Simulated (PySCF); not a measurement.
C₅H₇OP.
Atom-mapped SMILES: `[CH3:1][c:2]1[cH:3][o:4][c:5]([CH3:6])[p:7]1`

Probes without a nucleus sit at each ring's centroid and 1 Å off its mean plane on both sides; NICS is minus the shielding there, NICSzz its component along the normal. Level: GIAO PBE0/pcSseg-1 (PySCF, non-relativistic, gas phase) on the GFN2-xTB geometry, one conformer.

Ring bond lengths (Å), with Mayer bond orders in brackets: C2–C3 1.356 (1.62), C3–O4 1.339 (1.06), O4–C5 1.342 (1.05), C5–P7 1.717 (1.51), P7–C2 1.783 (1.11).

Give the NICS values of each ring in ppm.

| ring | type | NICS(0) | NICS(1), two faces | NICS(1)zz, two faces | rms pucker (Å) | centre to ring atoms, mean (Å) |
| --- | --- | --- | --- | --- | --- | --- |
| C2–C3–O4–C5–P7 | 5-membered ring with O and P; formal bonds all aromatic | -10.4 | -10.1 / -10.2 | -22.9 / -23.1 | 0.00 | 1.27 |

What can be read from them?

- C2–C3–O4–C5–P7: mean NICS(1)zz -23.0 ppm, shielded.

And the bond-length index? HOMA = 1 − mean of α(R − Ropt)² over the ring bonds, with Krygowski's 1993 parameters (CC: Ropt 1.388 Å, α 257.7 Å⁻²; CO: Ropt 1.265 Å, α 157.38 Å⁻²; CP: Ropt 1.698 Å, α 118.91 Å⁻²).

- C2–C3–O4–C5–P7: HOMA 0.41; the largest term is that of O4–C5, α(R − Ropt)² = 0.93.

At the first NICS(1) probe listed for ring C2–C3–O4–C5–P7, 1 Å off the ring, how large is the induced field along the normal in 7.05 T applied along it?

NICSzz × B0 = -22.9 ppm × 7.05 T = -161 μT, against the applied field.

Give the inner angles of the rings and the Hirshfeld charges of the ring atoms.

- C2–C3–O4–C5–P7: C2 109.8° (-0.080 e), C3 116.0° (-0.003 e), O4 111.4° (-0.054 e), C5 115.2° (+0.020 e), P7 87.6° (+0.010 e); sum 540.0° against 540° for a flat convex ring.
